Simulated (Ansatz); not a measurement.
```xyz
7

O     0.4166    0.2676    1.8269
C    -0.2485    0.3381    0.8434
C     0.1404   -0.3568   -0.4646
F     1.1257   -1.2202   -0.3068
F    -0.9187   -0.9957   -0.9723
Br    0.6779    1.0589   -1.6919
H    -1.1934    0.9081    0.7654
```

Charge 0, multiplicity 1.

(1) List the CAM-B3LYP/def2-TZVPP orbital energies in eV (the Gaussian-basis code of Ansatz). (An estimate is asked.)

## Answers

(1) The calculation gave: Occupied: -13141.91, -1703.40, -1535.18, -1535.08, -1535.08, -675.38, -675.33, -523.82, -285.62, -282.60, -239.48, -180.48, -180.16, -180.15, -74.80, -74.71, -74.70, -74.45, -74.45, -38.25, -36.47, -32.32, -25.35, -22.50, -20.10, -18.68, -17.61, -17.42, -15.58, -15.01, -14.85, -14.36, -13.81, -12.56, -10.71, -10.61, -10.03. Lowest empty: -1.01, 0.60, 2.50, 3.15, 3.84, 4.95, 5.24, 6.16.
